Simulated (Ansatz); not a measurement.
`C[O][Ge]([NH2])([O]C)[O]C`. Charge 0, multiplicity 1. All single points use the PBE0-D4/def2-TZVP geometry. It is one conformer, not always the lowest.

```xyz
19

C     0.799   -2.158   -0.182
O     1.008   -0.819   -0.580
Ge   -0.084    0.432    0.018
N     0.658    1.962   -0.599
O    -1.751    0.112   -0.456
C    -2.051   -0.008   -1.828
O    -0.224    0.411    1.766
C     0.911    0.734    2.543
H     0.847   -2.274    0.906
H    -0.170   -2.540   -0.523
H     1.588   -2.766   -0.630
H     1.257    1.841   -1.402
H     0.035    2.743   -0.734
H    -3.130   -0.149   -1.922
H    -1.548   -0.869   -2.286
H    -1.772    0.890   -2.395
H     0.580    0.858    3.577
H     1.385    1.665    2.213
H     1.662   -0.064    2.514
```

Task: What is the dipole moment at r2SCAN/def2-TZVPP? (Best estimate.)

Result: The calculation gave: 1.72 D, with components (0.68, 0.46, -1.51) D in this frame, pointing from negative to positive charge.

Task: And with PBE, B3LYP, ωB97M-V? (Estimate.)

Result: Computed: PBE 1.69 D, B3LYP 1.74 D, ωB97M-V 1.76 D.

Task: Give the Mulliken charges with r2SCAN, B3LYP, ωB97M-V in def2-TZVPP. (An estimate is asked.)

Result: The calculation gave: 
| atom | r2SCAN | B3LYP | ωB97M-V |
| --- | --- | --- | --- |
| C1 | 0.01 | -0.13 | -0.18 |
| O2 | -0.42 | -0.43 | -0.41 |
| Ge3 | 0.79 | 0.82 | 0.78 |
| N4 | -0.42 | -0.39 | -0.35 |
| O5 | -0.40 | -0.40 | -0.38 |
| C6 | 0.01 | -0.12 | -0.17 |
| O7 | -0.40 | -0.40 | -0.39 |
| C8 | 0.00 | -0.13 | -0.18 |
| H9 | 0.06 | 0.10 | 0.11 |
| H10 | 0.06 | 0.10 | 0.11 |
| H11 | 0.06 | 0.11 | 0.12 |
| H12 | 0.16 | 0.15 | 0.13 |
| H13 | 0.15 | 0.14 | 0.12 |
| H14 | 0.06 | 0.11 | 0.12 |
| H15 | 0.05 | 0.10 | 0.11 |
| H16 | 0.04 | 0.08 | 0.10 |
| H17 | 0.06 | 0.11 | 0.12 |
| H18 | 0.07 | 0.10 | 0.12 |
| H19 | 0.05 | 0.09 | 0.11 |

B3LYP here is the variant with VWN-RPA as its local correlation; programs differ in this.
